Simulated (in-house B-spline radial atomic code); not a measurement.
# Binding energies in Eu+

NIST's tabulated ground configuration is [Xe] 4f7 6s1; each binding energy is the energy of the ion with one electron taken from that subshell, relaxed, less that of the parent. All numbers are computed (Dirac-Kohn-Sham B3LYP, spherical fractional occupations; Fermi nucleus of rms radius 5.1115 fm) with a B-spline radial code for spherical atoms, not measured. Energies include first-order Breit, QED and recoil terms.

Caution: exact exchange at fractional occupations of open shells leaves self-interaction of up to several eV.

| subshell | X-ray name | binding energy (eV) | -ε (eV) | relaxation (eV) |
| --- | --- | --- | --- | --- |
| 1s | K | 48639.2 | 48419.8 | -400.9 |
| 2s | L1 | 8022.5 | 7978.1 | -67.4 |
| 2p1/2 | L2 | 7631.1 | 7566.4 | -86.8 |
| 2p3/2 | L3 | 6987.4 | 6917.9 | -84.4 |
| 3s | M1 | 1785.2 | 1771.4 | -18.1 |
| 3p1/2 | M2 | 1608.8 | 1593.4 | -19.4 |
| 3p3/2 | M3 | 1478.4 | 1460.6 | -20.2 |
| 3d3/2 | M4 | 1175.9 | 1153.1 | -24.2 |
| 3d5/2 | M5 | 1148 | 1124.3 | -24.5 |
| 4s | N1 | 368.8 | 362.0 | -7.7 |
| 4p1/2 | N2 | 299.7 | 292.8 | -7.6 |
| 4p3/2 | N3 | 271.3 | 263.4 | -8.4 |
| 4d3/2 | N4 | 157.1 | 149.2 | -8.1 |
| 4d5/2 | N5 | 152.2 | 143.9 | -8.4 |
| 5s | O1 | 58.91 | 53.55 | -5.50 |
| 5p1/2 | O2 | 39.47 | 34.42 | -5.14 |
| 5p3/2 | O3 | 35.78 | 30.51 | -5.31 |
| 4f | N6,7 | 16.4 | 8.92 | -7.38 |
| 6s | P1 | 11.1 | 8.63 | -2.49 |

Relaxation = -ε minus the binding energy without Breit, QED and recoil terms. With a density functional, K lines can miss by some tenths of a per cent, more in light atoms. For a density functional the relaxation so defined is negative, because -ε of a Kohn-Sham level is smaller than the binding energy.

Emission lines follow as differences of binding energies, with λ = 12398.42 eV·Å / E:

| line | holes | energy (eV) | wavelength (Å) |
| --- | --- | --- | --- |
| K-L3 | 1s → 2p3/2 | 41651.8 | 0.29767 |
| K-L2 | 1s → 2p1/2 | 41008.1 | 0.30234 |
| K-M3 | 1s → 3p3/2 | 47160.8 | 0.2629 |
| L3-M5 | 2p3/2 → 3d5/2 | 5839.4 | 2.1232 |
| L2-M4 | 2p1/2 → 3d3/2 | 6455.2 | 1.9207 |
| L1-M3 | 2s → 3p3/2 | 6544.1 | 1.8946 |
| L3-M1 | 2p3/2 → 3s | 5202.2 | 2.3833 |
| L2-N4 | 2p1/2 → 4d3/2 | 7474.0 | 1.6589 |

Problem. What screening constant σ does Moseley's law, E = (3/4)·13.6057 eV·(Z - σ)², need for K-L3?

Solution. σ = -0.89.

Moseley's non-relativistic formula needs a falling, then negative, screening constant for heavy elements, because relativity binds the 1s electron more strongly than the formula allows.

Problem. What does it cost to remove both a 4s and a 4f electron?

Solution. 404.27 eV, which is 19.1 eV more than the two single binding energies together.

Problem. What does it cost to remove both a 3d3/2 and a 4s electron?

Solution. 1570 eV, which is 25.33 eV more than the two single binding energies together.

Problem. What does it cost to remove both a 2p3/2 and a 3p3/2 electron?

Solution. 8533.9 eV, which is 68.1 eV more than the two single binding energies together.
